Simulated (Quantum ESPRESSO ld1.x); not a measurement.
The numbers below are computed, except where a source is named.
Q: Nb5+, configuration [Kr]. Code: ld1.x of Quantum ESPRESSO 7.5. Model: Dirac Kohn-Sham, BLYP, spin-unpolarised, spherical densities, point nucleus. Some entries of the table are withheld. Estimate them.

| orbital | occ. | eigenvalue (eV) | <r^2> (bohr^2) |
|---|---|---|---|
| 1s1/2 | 2 | -18867.7 | 0.001757 |
| 2s1/2 | 2 | -2694.51 | 0.02938 |
| 2p1/2 | 2 | -2478.37 | 0.02223 |
| 2p3/2 | 4 | -2382.54 | 0.02361 |
| 3s1/2 | 2 | -502.429 | 0.2250 |
| 3p1/2 | 2 | (1) | 0.2240 |
| 3p3/2 | 4 | (2) | 0.2346 |
| 3d3/2 | 4 | -261.962 | 0.2232 |
| 3d5/2 | 6 | -259.061 | 0.2267 |
| 4s1/2 | 2 | -118.876 | 1.422 |
| 4p1/2 | 2 | -95.3917 | 1.671 |
| 4p3/2 | 4 | -93.0020 | 1.739 |
| 4d3/2 | 0 | (3) | 2.699 |
| 4d5/2 | 0 | (4) | 2.728 |
| 5s1/2 | 0 | -45.9479 | 6.733 |

A: 
(1) 3p1/2 eigenvalue (eV): -421.105
(2) 3p3/2 eigenvalue (eV): -405.552
(3) 4d3/2 eigenvalue (eV): -57.4244
(4) 4d5/2 eigenvalue (eV): -57.1217
